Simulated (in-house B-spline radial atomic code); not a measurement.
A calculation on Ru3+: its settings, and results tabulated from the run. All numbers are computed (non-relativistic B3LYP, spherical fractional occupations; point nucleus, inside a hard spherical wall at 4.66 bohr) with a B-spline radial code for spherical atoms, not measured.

Command:
```bash
python run_scf.py task.json out
```
Settings:
```
Z                44
configuration    [Kr] 4d5
hamiltonian      nr
method           b3lyp
spin_polarised   False
wall_radius      4.66
```

Output (hartree, bohr):
```
 radial grid: 44 intervals, B-splines of order 8, outer radius 4.66 bohr

 iter        energy (Eh)    residual
    1       -4432.785281    5.40e-01
    2       -4437.532080    3.34e-01
    3       -4441.298907    6.13e-02
    4       -4441.458447    1.15e-02
    5       -4441.462601    7.69e-03
    6       -4441.464535    2.01e-03
    7       -4441.464598    1.19e-04
    8       -4441.464598    1.38e-05
    9       -4441.464598    2.85e-07

 total energy                     -4441.46460
 kinetic                            4439.3940
 electron-nucleus                 -10521.1129
 Hartree                            1770.2859
 exact exchange                      -25.4682
 exchange-correlation               -104.5635

 orbital      occ     eigenvalue          <r>       <r^2>       <1/r>       <r^4>       r_max
 1s         2.000      -787.6068     0.034631  0.00160479     43.4795 6.52504e-06     0.02291
 2s         2.000      -112.9032      0.15084   0.0267431     9.84273  0.00122025      0.1277
 2p         6.000      -104.5125     0.129153    0.020316     9.83541 0.000814457      0.1003
 3s         2.000       -21.1363     0.414388    0.196328     3.45332    0.059181      0.3727
 3p         6.000       -17.8317     0.407914    0.193202     3.36434   0.0602568      0.3597
 3d        10.000       -11.7577     0.383288    0.175619     3.19512   0.0584955      0.3012
 4s         2.000        -4.0473      1.03778     1.21783     1.30923     2.21787      0.9362
 4p         6.000        -3.0289      1.11917     1.42953     1.19963     3.17457      0.9869
 4d         5.000        -1.3906      1.43044     2.39857     0.91983     9.83727       1.163
```

Cost of the run: 0.07 s on 1 thread of Arm Neoverse V1, on a shared host.

Caution: exact exchange at fractional occupations of open shells leaves self-interaction of up to several eV.
